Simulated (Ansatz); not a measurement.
Relaxation of AlCl2H6NSi (11 atoms, charge 0, multiplicity 1), to a largest force component of 0.03 eV/Å in at most 50 steps.

These are results of Ansatz, RHF/cc-pVDZ, not measurements.

```xyz
11
Properties=species:S:1:pos:R:3
Al 0.196 -0.705 -0.302
H -0.713 0.691 1.899
Cl 2.013 0.307 -0.628
Cl -1.477 -0.270 -1.507
N 0.052 -2.007 1.022
H -0.866 -2.422 1.078
Si 1.255 -2.832 1.993
H 1.329 -4.283 1.665
H 2.571 -2.200 1.728
H 0.941 -2.718 3.445
H -0.577 -0.011 1.918
```

Where does it end, and by what steps?

The forces met the threshold. The force dipped under the threshold on the way, but the program's further checks kept it going. After 15 steps the energy has fallen by 0.274 eV; H11 moved furthest, 0.98 Å.

```tsv
step	energy less start (eV)	largest force component (eV/Å)	accepted
0	0.0000	1.628	yes
1	-0.1846	0.771	yes
2	-0.2406	0.506	yes
3	-0.2181	0.682	no
4	-0.2530	0.199	yes
5	-0.2628	0.107	yes
6	-0.2696	0.086	yes
7	-0.2717	0.033	yes
8	-0.2725	0.030	yes
9	-0.2731	0.091	yes
10	-0.2734	0.066	yes
11	-0.2740	0.019	yes
12	-0.2739	0.032	no
13	-0.2742	0.014	yes
14	-0.2742	0.059	no
15	-0.2744	0.006	yes
```

```xyz
11
Properties=species:S:1:pos:R:3
Al 0.214 -0.896 -0.285
H -0.848 1.410 1.902
Cl 1.960 0.260 -0.535
Cl -1.494 -0.415 -1.433
N 0.148 -2.272 0.836
H -0.746 -2.738 0.858
Si 1.327 -2.998 1.919
H 1.512 -4.441 1.605
H 2.613 -2.281 1.750
H 0.885 -2.897 3.337
H -0.847 0.817 2.359
```

Time of the run: 20 s on 2 threads of AMD EPYC 9R45 96-Core Processor (Zen 5), with other jobs on the host, peak memory 0.3 GiB.
